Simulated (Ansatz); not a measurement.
C2H9GaO2Si (`C[O][Ga]([OH])[CH2][SiH3]`), 15 atoms. Charge 0, multiplicity 1. Correlated methods include outer-core shells of Ga, which these sets cover unevenly. Scalar relativity is left out up to krypton. Hardware: A = 2 threads of an AMD EPYC 7R13 on a shared host and a share of an NVIDIA H100 80 GB; B = 2 threads of an AMD EPYC 7R13 on a shared host. Correlated methods freeze the cores. Open-shell runs search over several starts.

**Question.** Give the basis size and wall time and peak host memory of each of these runs in Ansatz. RKS revPBE-D4/def2-TZVPP energy [A]; direct RPA on PBE orbitals/def2-TZVPP energy [A]; RHF-CCSD(T)/def2-TZVPP energy [A]; UKS B2PLYP (frozen core)/def2-TZVPP energy of the cation [A]; RHF-MP2/def2-QZVPP energy [A]; RKS PBE0-D4/def2-SVP energy [B]; UKS ωB97M-V/def2-TZVPP energy of the cation [A]; RKS PBE0-D4/def2-TZVP frequencies [A]; RKS ωB97M-V/def2-QZVPP energy [A]; RKS ωB97M-V/def2-SVP energy [B]; RHF-CCSD(T)/def2-SVP energy [A]; UHF-MP2/def2-QZVPP energy of the cation [A]. (An estimate is asked.)

**Answer.** Computed: Other jobs shared the machine, so times are rough.

```tsv
level	job	functions	wall time	peak host memory (GiB)
RHF-CCSD(T)/def2-SVP	energy [A]	151	2.2 s	0.77
RKS revPBE-D4/def2-TZVPP	energy [A]	340	3 s	0.83
RKS PBE0-D4/def2-SVP	energy [B]	151	3.2 s	0.44
direct RPA on PBE orbitals/def2-TZVPP	energy [A]	340	6.5 s	1.4
RHF-MP2/def2-QZVPP	energy [A]	657	7.5 s	1.2
RKS ωB97M-V/def2-QZVPP	energy [A]	657	7.5 s	1.3
RHF-CCSD(T)/def2-TZVPP	energy [A]	340	9.5 s	0.84
RKS ωB97M-V/def2-SVP	energy [B]	151	12 s	0.64
UKS B2PLYP (frozen core)/def2-TZVPP	energy of the cation [A]	340	12 s	1.5
UKS ωB97M-V/def2-TZVPP	energy of the cation [A]	340	13 s	1.2
UHF-MP2/def2-QZVPP	energy of the cation [A]	657	26 s	1.4
RKS PBE0-D4/def2-TZVP	frequencies [A]	263	2.2 min	0.93
```
